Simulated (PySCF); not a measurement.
C2H8AlN, SMILES [CH3][Al]([CH3])[NH2].

Geometry optimised at B3LYP-D3(BJ)/def2-SVP. The structure was generated by enumeration; whether it is a known compound was not checked. The values are those of a single conformer.

Computed with B3LYP-D3(BJ)/def2-SVP (PySCF 2.14.0).

Frequencies are harmonic and unscaled.

```
mode  ν (cm⁻¹)  IR (km/mol)  Raman (Å⁴/amu)  depolarisation  moving atoms (share of kinetic energy)
----  --------  -----------  --------------  --------------  --------------------------------------
1           54          0.0             0.1            0.75                                  H 99 %
2           70          0.1             0.1            0.75                                  H 94 %
3          161          2.6             2.0            0.63                 C 41 %, H 37 %, Al 14 %
4          187          5.9             0.2            0.75           Al 51 %, H 31 %, C 9 %, N 8 %
5          188          2.5             2.2            0.75         H 37 %, N 28 %, C 21 %, Al 14 %
6          391          0.0             0.1            0.75                                 H 100 %
7          454        180.6             0.0               –                          H 80 %, N 19 %
8          544          2.0            24.2            0.08                  C 64 %, H 21 %, N 12 %
9          563          1.2             0.1            0.75                           H 86 %, C 8 %
10         606          0.0             0.1            0.75                          H 84 %, C 16 %
11         630          0.1             2.6            0.75                 H 44 %, C 34 %, Al 15 %
12         682         62.3             1.0            0.75                 H 69 %, C 20 %, Al 11 %
13         705         17.9             3.3            0.68                  H 66 %, C 21 %, N 12 %
14         753        208.8             0.1            0.75                 H 42 %, Al 34 %, C 16 %
15         844        157.2             6.3            0.29                 Al 45 %, N 35 %, H 16 %
16        1217         34.7             0.7            0.75                          H 78 %, C 21 %
17        1217         16.4             1.6            0.09                          H 80 %, C 20 %
18        1425          0.0            19.2            0.75                                  H 95 %
19        1429          0.0             0.8            0.75                                  H 95 %
20        1433          0.5            24.8            0.75                                  H 96 %
21        1435          3.7             1.3            0.75                                  H 96 %
22        1531         47.1             5.7            0.70                          H 89 %, N 11 %
23        3010          9.6             0.0               –                                  H 97 %
24        3012          3.3           262.6            0.00                                  H 97 %
25        3087          0.0            23.1            0.75                           H 91 %, C 9 %
26        3088         21.5           150.5            0.75                           H 91 %, C 9 %
27        3106         11.4            89.5            0.75                           H 91 %, C 9 %
28        3106         16.7           117.6            0.71                           H 91 %, C 9 %
29        3565         15.1           171.8            0.11                                  H 96 %
30        3649         12.8           107.3            0.75                           H 92 %, N 8 %
```
